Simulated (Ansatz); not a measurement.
Computed with Ansatz on PBE0-D4/def2-TZVP structures; ΔE is electronic, products minus reactants. CCSD(T)/CBS is the MP2 limit (def2-TZVPP, def2-QZVPP) plus CCSD(T) − MP2 in def2-TZVPP, frozen cores. This one scheme is used for every species. Functionals use def2-TZVPP. No spin–orbit coupling; open shells (•) take unrestricted orbitals. For Ge outer-core shells are correlated without core-valence functions, which leaves a few kJ/mol of doubt a bond. Scalar relativity is left out up to krypton.

Reaction (homolysis of the C–O bond): `C[O][GeH3]` → `[CH3]`• + `[O][GeH3]`•

Task: What is ΔE at CCSD(T)/CBS? (An estimate is asked.)

Result: Ansatz gave: +4.26 eV.

Task: What do these levels give: revPBE, BLYP, r2SCANh, LC-ωPBE, RPA@PBE/def2-TZVPP, SCS-MP2/def2-QZVPP? (An estimate is asked.)

Result: The calculation gave: revPBE 3.81, BLYP 3.81, r2SCANh 3.82, LC-ωPBE 4.05, RPA@PBE/def2-TZVPP 3.98, SCS-MP2/def2-QZVPP 4.44 eV.

Largest T1 diagnostic among the species: 0.015.

Leaving LDA and LC-ωPBE aside and taking each functional with its dispersion term where it has one, the values, not all of them listed here, spread over 0.41 eV, from BHLYP-D4 to ωB97M-V. LDA lies +0.96 eV from PBE without D4, its usual overbinding. The D4 term adds +0.10 eV with B3LYP and +0.05 eV with PBE0; it sums over pairs of atoms, weighted by their polarisabilities, and B3LYP, whose exchange is more repulsive, gets the larger term. From BLYP to BHLYP (50 % exact exchange), in def2-TZVPP and without D4, ΔE moves by −0.10 eV: exact exchange takes away binding that semilocal exchange gives to molecules.

B3LYP here is the variant with VWN-RPA as its local correlation; programs differ in this.
